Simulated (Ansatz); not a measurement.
Frontier orbitals of Al2Cl2F2H2 (`[Cl][Al@H-]1[F+][Al@@H-]([Cl])[F+]1`).

```xyz
8

Cl   -0.005    0.966   -2.720
Al    0.533    1.076   -0.713
F     1.027   -0.568   -0.113
Al   -0.421   -0.973    0.910
Cl   -1.579   -2.416   -0.042
F    -0.900    0.685    0.335
H     1.411    2.201   -0.085
H    -0.066   -0.971    2.428
```

Charge 0, multiplicity 1. The geometry is a stationary point of PBE0-D4/def2-TZVP. Basis def2-TZVPP, Ansatz 0.2.0.

Orbital energies of one run (eV). Highest occupied ones, from the top: -9.28, -9.49, -9.59, -9.65, -9.97, -10.06, -11.48, -11.84, -13.46, -13.72, -14.55, -15.33, -16.12, -16.20. Empty: -0.56, 0.08, 0.38, 0.43, 0.76, 2.16.

Which functional gave them?
A. PBE0
B. PBE
C. revPBE
D. LDA (SPW92)

A. HOMO energies: PBE0 -9.28, LDA (SPW92) -8.00, PBE -7.88, revPBE -7.83 eV.
